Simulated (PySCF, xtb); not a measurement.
CH4BF2N, SMILES FB(F)NC.

Geometry optimised at B3LYP-D3(BJ)/def2-SVP. The values are those of a single conformer.

The numbers are results of C-PCM-B3LYP/def2-SVP in PySCF, not measurements.

The values are the electrostatic part of the solvation free energy, E(continuum) − E(gas) at the gas-phase geometry, in a cavity of scaled van der Waals radii (PySCF's table); cavitation and dispersion terms are not included. In vacuum the orbital gap is 8.68 eV. The dipole moment in vacuum is 2.76 D.

Computed values in water (ε = 78.36), 1-octanol (ε = 9.86), cyclohexanone (ε = 15.62):
```
solvent            ε  ΔG(elec) (kcal/mol)  dipole (D)  gap (eV)
-------------  -----  -------------------  ----------  --------
water          78.36                 -3.5        3.27      8.80
1-octanol       9.86                 -3.1        3.22      8.79
cyclohexanone  15.62                 -3.3        3.24      8.80
```

For comparison, GFN2-xTB/ALPB(water) (xtb, at the GFN2-xTB geometry, all terms of that model) gives -4.8 kcal/mol.
